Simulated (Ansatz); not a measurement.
The cluster K₃I₂, relaxed as a doublet with UKS B3LYP-D4/def2-SVP in Ansatz, starting from the GFN1-xTB geometry. Force threshold 0.02 eV/Å.

In the def2 sets I takes a core potential; there is no spin–orbit coupling. The relaxation made no stability test and no search for a lower SCF solution. Another isomer (doublet) lies 0.03 eV lower at PBE0-D4/def2-TZVP; other spin states weren't run for this one.

Start:

```tsv
atom	x (Å)	y (Å)	z (Å)
K1	0.876	-1.984	-0.553
K2	-1.957	0.853	0.388
K3	1.830	1.336	0.129
I4	-0.645	0.465	-2.557
I5	-0.104	-0.670	2.593
```

(1) Estimate the energy that the relaxation releases and the steps that it takes.

(2) Does the start keep its bonding?

(3) Predict the relaxed structure.

Results:

(1) 31.6 kJ/mol, in 8 steps; 41 s on 4 threads of Arm Neoverse V2 on a shared host. The force fell under the threshold at step 6, but the optimiser went on. No frequencies were taken in this run, so the end may be a saddle point.

(2) By distances, no bond broke or formed. The bond that changes most is K3–I4, from 3.75 to 3.41 Å (atoms count from 1).

(3) 
Cartesian coordinates in Å:
```
K 0.5037 -2.3990 -0.5907
K -2.3935 0.7176 0.4075
K 1.9141 1.6436 0.1720
I -0.2406 0.5224 -2.2272
I 0.2164 -0.4846 2.2383
```
Bond lengths (bridged metal pairs left out): 6 × I–K 3.41 to 3.43 Å.
